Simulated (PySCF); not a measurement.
**Spin states of SeH**

Unrestricted PBE0; basis H aug-pcseg-1, Se aug-pcseg-1; no relativity; PySCF 2.14. Outer shells of the fragments: H 1s1; Se 3d10 4s2 4p4.

Followed along the bond (rough minima from three points):

| 2Ms+1 | unpaired | ⟨S²⟩ at the start | R at minimum (Å) | Te (eV) |
| --- | --- | --- | --- | --- |
| 2 | π ↑ | 0.75 | 1.48 | 0.00 |
| 4 | σ ↑, π ↑↑ | 3.75 | none in the scan | ≤ 4.47 |

Solutions found at the starting distance of 1.435 Å, counted from the lowest of them; the search is not exhaustive and high or unbound solutions are not listed, so other states can lie among these:

| 2Ms+1 | unpaired | term | E (eV) | ⟨S²⟩ | ⟨Lz²⟩ | μ (D) |
| --- | --- | --- | --- | --- | --- | --- |
| 2 | π ↑ | ²Π | 0.00 | 0.75 | 1.01 | -0.62 |
| 2 | σ ↑ | ²Σ⁺ | 3.94 | 0.76 | 0.00 | -1.02 |
| 4 | σ ↑, π ↑↑ | ⁴Σ⁻ | 5.04 | 3.75 | 0.00 | 1.02 |
| 2 | σ ↓, π ↑↑ | mixed | 5.38 | 1.76 | 0.00 | 1.27 |
| 2 | σ ↑, π ↑↓ | mixed | 5.64 | 1.76 | 2.02 | 1.10 |
| 4 | π ↑↑↑ | ⁴Π | 7.44 | 3.76 | 1.00 | -0.85 |
| 4 | σ ↑↑, π ↑ | ⁴Π | 8.01 | 3.75 | 1.01 | 0.41 |

A term symbol is given only where ⟨S²⟩ and ⟨Lz²⟩ are close to those of a pure state; real π, δ and φ orbitals otherwise mix terms. A positive dipole means H(−)Se(+).

Spin–orbit coupling is left out. Counting both spins, an empty level lies below a filled one in some of these solutions, because spin and occupation are held.
